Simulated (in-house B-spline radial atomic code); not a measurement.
The numbers below are computed, except where a source is named.
## Two electrons in Ge: a parabolic dot with ħω = 26.9 meV in all three directions with an ionised donor at its centre

For Ge the NSM archive of the Ioffe Institute lists m_l = 1.6 m0, m_t = 0.08 m0 and ε = 16.2; the model takes one isotropic valley with the conductivity mass 3/(1/m_l + 2/m_t) = 0.117 m0, and so misses anisotropy and the other valleys. All triplets below are those of one valley; with several valleys two electrons can form a triplet in the 1s orbital itself, at an energy set by the valley splitting. Real donors also feel a central-cell potential, which shifts the ground state.

Effective-mass model with parabolic bands, a uniform dielectric constant, no image charges, no central-cell or spin-orbit terms. Two-electron levels come from full CI in B-splines with partial waves to l = 5 (up to 0.001 effective hartree above the limit).

What are the effective units, and what is the potential in them?

Ha* = 27211.386 meV × 0.117/16.2² = 12.13 meV and a* = 0.0529177 nm × 16.2/0.117 = 7.327 nm. The frequency is ω = 2.22 Ha*, with −1/r added.

In these units the lowest s and p orbitals lie at 1.4696 and 4.3915, and their Coulomb and exchange integrals are J_ss = 1.4010, J_sp = 1.0775 and K_sp = 0.1945. Full CI gives 4.2578 for the ground singlet, 6.7244 for the sp triplet, 7.0613 for the sp singlet and 8.6139 for the lowest triplet of two s orbitals.

What does it cost to add the second electron, to first order and exactly?

To first order E = 2ε_s + J_ss = 4.3402, so the charging energy E(2) − 2E(1) is J_ss = 17 meV. CI gives 4.2578 − 2 × (1.4696) = 1.3186, or 16 meV: relaxation and correlation lower it by 0.9997 meV, 5.9 % of J_ss. The s² configuration of one-electron orbitals holds 98.8 % of the state, and the mean radius is 5.02 nm.

How far above the singlet do the triplets lie?

To first order the sp triplet lies at ε_s + ε_p + J_sp − K_sp = 6.7442, which is 29.16 meV above 2ε_s + J_ss. CI gives 6.7244 − (4.2578) = 2.4666, or 29.92 meV, 84 % of the orbital spacing of 35.45 meV. The ss triplet lies 52.85 meV up, so the lower of the two is the sp one, and its gap equals k_BT at 347 K. The sp singlet-triplet splitting is 4.086 meV, against 2K_sp = 4.718 meV.
